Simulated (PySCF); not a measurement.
(E)-1-bromo-2-chloro-1-fluoroethene (C2HBrClF), SMILES Cl/C=C(/Br)F.

The structure is a stationary point at ωB97X-D3(BJ)/def2-SVP.

Two levels are set side by side: PBE/def2-TZVP (PySCF) and CAM-B3LYP/def2-TZVP (PySCF). Same geometry, gas phase. Differences are taken from unrounded values.

```csv
quantity,PBE
orbital gap (eV),4.53
highest occupied level (eV),-6.13
lowest empty level (eV),-1.60
dipole moment (D),1.16
mean polarisability (bohr³),58.7
```

These are the PBE values. What does CAM-B3LYP give? (The exact figures need the calculation; the answer reports its results.)


```csv
quantity,CAM-B3LYP,PBE minus CAM-B3LYP
orbital gap (eV),9.25,-4.71
highest occupied level (eV),-8.64,2.51
lowest empty level (eV),0.61,-2.20
dipole moment (D),1.38,-0.22
mean polarisability (bohr³),56.4,2.3
```

PBE's occupied levels lie high since its potential decays too fast outside the molecule; exact exchange lowers them and widens the gap. PBE's more diffuse valence density responds more strongly to a field. Differences between two approximate levels are no errors against the true value.

Rough cost on one machine, each run with all the roots and properties that it gave: CAM-B3LYP against PBE within a factor of 2.
